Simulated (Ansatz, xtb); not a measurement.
## Two isomers of C8H4

We compare a, `C#CC=C(C#C)C#C`, a singlet, with b, `C#CC#C/C=C\C#C`, a singlet. Both are isolated molecules in the gas phase, relaxed with PBE-D3(BJ)/def2-SVP.

Estimate E(b) − E(a) at the level CCSD(T)/def2-SVP + ΔMP2/def2-TZVPP.

Calculated at CCSD(T)/def2-SVP + ΔMP2/def2-TZVPP: E(b) − E(a) = −20.6 kJ/mol, so structure b lies lower.

How the difference moves with the method:

| level | geometry | E(b) − E(a) (kJ/mol) | departure from the last row (kJ/mol) | job, with rough time for the two |
| --- | --- | --- | --- | --- |
| GFN2-xTB | GFN2-xTB | −21.1 | −0.5 | optimisation, 0.15 s |
| HF/STO-3G | GFN2-xTB | −27.3 | −6.6 | single point, 0.32 s |
| r2SCAN-D4/def2-SVP | GFN2-xTB | −45.8 | −25.2 | single point, 2.7 s |
| PBE-D3(BJ)/def2-SVP | PBE-D3(BJ)/def2-SVP | −47.4 | −26.8 | optimisation, 13 s |
| HF/def2-SVP | PBE-D3(BJ)/def2-SVP | −20.4 | +0.2 | part of the CCSD(T) run |
| MP2/def2-SVP | PBE-D3(BJ)/def2-SVP | −26.7 | −6.0 | part of the CCSD(T) run |
| CCSD(T)/def2-SVP | PBE-D3(BJ)/def2-SVP | −22.1 | −1.5 | single point |
| CCSD(T)/def2-SVP + ΔMP2/def2-TZVPP | PBE-D3(BJ)/def2-SVP | −20.6 |  | single point, 42 s |

As drawn, both hold the same kinds of bond in the same numbers.

The levels shown agree on the order. The largest departure from CCSD(T)/def2-SVP + ΔMP2/def2-TZVPP is that of PBE-D3(BJ)/def2-SVP, 26.8 kJ/mol. The last row adds to CCSD(T) the change of the MP2 difference between the two basis sets, here +1.5 kJ/mol.

With thermal terms from frequencies at re-optimised GFN2-xTB minima (ideal gas, soft modes damped towards free rotors, one conformer each, 298.15 K, 1 atm): the zero-point term adds +1.5 kJ/mol; ΔH is −19.2 and ΔG −19.5 kJ/mol.

The correlated steps freeze 8 core orbitals. Programs: Ansatz 0.2.0, xtb 6.7.1; the last row on 4 threads of Arm Neoverse V2 on a shared host.
